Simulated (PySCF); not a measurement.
Species: C₇H₁₂BP.
Z-matrix (Å and degrees, PBE0-D3(BJ)/def2-SVP geometry), rows numbered from 1:
```
B 
P   1  1.9167
C   2  1.7990  1  116.51
C   3  1.3373  2  122.72  1   112.89
C   4  1.5034  3  126.81  2     1.73
C   5  1.5142  4  109.17  3  -109.24
C   6  1.3324  5  124.74  4  -116.23
C   5  1.5033  4  115.61  3    14.31
C   8  1.3372  5  126.68  4   -14.30
H   1  1.2234  2  104.29  3    60.32
H   1  1.2229  2  103.74  3   -59.88
H   1  1.2236  2  104.11  3  -179.92
H   2  1.4217  1  113.50  3  -119.95
H   3  1.0943  2  116.82  1   -62.84
H   4  1.0958  3  118.63  2  -175.66
H   5  1.1055  4  107.76  3   134.90
H   6  1.0967  5  114.81  4    63.73
H   7  1.0929  6  121.10  5   179.98
H   7  1.0951  6  121.68  5    -0.03
H   8  1.0958  5  114.59  4   168.18
H   9  1.0943  2  116.73  1    62.79
```

Level: PBE0/pcSseg-1 in PySCF, non-relativistic, on one gas-phase PBE0-D3(BJ)/def2-SVP geometry that isn't relaxed in the solvent. The solvent is an IEF-PCM continuum (cavity from Bondi-type radii × 1.2). Only the electrostatic response of the medium enters.

```csv
run,E − E(gas) (kcal/mol),HOMO (eV),HOMO–LUMO gap (eV),dipole (D)
gas,0.00,-7.58,6.33,5.49
P,-3.93,-7.53,6.44,6.27
Q,-8.82,-7.49,6.52,7.26
```

The runs were made in benzene and water. Which run belongs to which solvent?

P = benzene, Q = water. The dielectric constants are 2.271 (benzene), 78.36 (water), and the energy falls further as ε rises. In this model the ground state sees the solvent through ε alone.

How constant is the ratio of the lowering to (ε − 1)/(2ε + 1)?

```csv
solvent,(ε − 1)/(2ε + 1),E − E(gas) (kcal/mol),ratio (kcal/mol),polarisation term (kcal/mol)
benzene,0.229,-3.93,-17.1,-4.28
water,0.490,-8.82,-18.0,-10.64
```

The ratio changes by +5.0 % in size from benzene to water. The polarisation term is half the interaction of the solute with the induced surface charges.
